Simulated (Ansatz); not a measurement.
Basis sets compared for Zr₂O₅H₂ (the lowest singlet isomer of a short search). The state is a singlet with charge 0. Geometry B3LYP-D4/def2-SVP. Ansatz on 4 threads of Arm Neoverse V2 on a shared host; times are rough, and most runs start from earlier orbitals.

```xyz
9

Zr   -0.752    0.811    0.557
Zr    0.635   -1.294   -1.182
O     0.425    0.556   -1.246
O    -0.413   -1.322    0.359
O    -2.617    1.456    0.337
O     0.165    1.537    1.886
O     2.464   -1.911   -0.949
H     3.318   -1.914   -0.506
H    -3.225    2.082    0.744
```

In the def2 sets Zr takes a core potential; there is no spin–orbit coupling. The structure comes from a short search, and lower isomers may exist.

Binding counts from free atoms (Zr triplet, O triplet, H doublet) in the same basis, without a counterpoise term.

```json
{"level": "LDA (SPW92)/def2-TZVP", "functions": "247", "energy (Eh)": "-469.1246", "HOMO (eV)": "-6.03", "LUMO (eV)": "-4.01", "binding per atom (eV)": "6.15", "wall time": "1.6 s"}
{"level": "PBE-D4/def2-SVP", "functions": "142", "energy (Eh)": "-471.1755", "HOMO (eV)": "-5.67", "LUMO (eV)": "-3.73", "binding per atom (eV)": "–", "wall time": "1.8 s"}
{"level": "PBE-D4/def2-TZVP", "functions": "247", "energy (Eh)": "-471.6486", "HOMO (eV)": "-5.80", "LUMO (eV)": "-3.83", "binding per atom (eV)": "–", "wall time": "2.9 s"}
{"level": "PBE0-D4/def2-SVP", "functions": "142", "energy (Eh)": "-471.0860", "HOMO (eV)": "-7.16", "LUMO (eV)": "-3.12", "binding per atom (eV)": "5.20", "wall time": "2.2 s"}
{"level": "PBE0-D4/def2-TZVP", "functions": "247", "energy (Eh)": "-471.5584", "HOMO (eV)": "-7.25", "LUMO (eV)": "-3.19", "binding per atom (eV)": "5.14", "wall time": "4.5 s"}
```

(1) Estimate the rows for LDA (SPW92)/def2-TZVPD, PBE-D4/def2-TZVPD, PBE0-D4/def2-TZVPD.

Results:

(1) 
| level | functions | energy (Eh) | HOMO (eV) | LUMO (eV) | binding per atom (eV) | wall time |
| --- | --- | --- | --- | --- | --- | --- |
| LDA (SPW92)/def2-TZVPD | 298 | -469.1292 | -6.07 | -4.03 | 6.15 | 2.2 s |
| PBE-D4/def2-TZVPD | 298 | -471.6533 | -5.85 | -3.86 | – | 4.3 s |
| PBE0-D4/def2-TZVPD | 298 | -471.5629 | -7.28 | -3.21 | 5.14 | 6.5 s |
